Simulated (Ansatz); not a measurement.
CH₄FGeIn, SMILES `[F][GeH]1[CH2][InH]1`. Total charge 0; spin multiplicity 1. In: def2 effective core potential. The structure was optimised at the PBE0-D4/def2-TZVP level.

```xyz
8

F    -0.896    2.441   -0.267
Ge   -0.503    0.800   -0.744
C     0.924   -0.051    0.303
In   -0.853   -1.382    0.507
H    -0.273    0.848   -2.271
H     1.006    0.396    1.301
H     1.917   -0.226   -0.107
H    -1.323   -2.827    1.279
```

(1) What is the dipole moment at ωB97M-V/def2-TZVPP? (An estimate is asked.)

(2) And with PBE, r2SCAN, B3LYP? (Estimate.)

(3) Give the Mulliken charges with ωB97M-V, PBE, r2SCAN in def2-TZVPP. (Best estimate.)

Answers

(1) Computed: 3.32 D, with components (0.19, -3.30, 0.31) D in this frame, pointing from negative to positive charge.

(2) Computed: PBE 3.02 D, r2SCAN 3.16 D, B3LYP 3.22 D.

(3) The calculation gave: 
```tsv
atom	ωB97M-V	PBE	r2SCAN
F1	-0.39	-0.34	-0.38
Ge2	0.49	0.42	0.45
C3	-0.61	-0.49	-0.51
In4	0.28	0.30	0.36
H5	0.00	-0.03	-0.04
H6	0.15	0.12	0.11
H7	0.13	0.11	0.10
H8	-0.05	-0.08	-0.10
```

B3LYP here is the variant with VWN-RPA as its local correlation; programs differ in this.
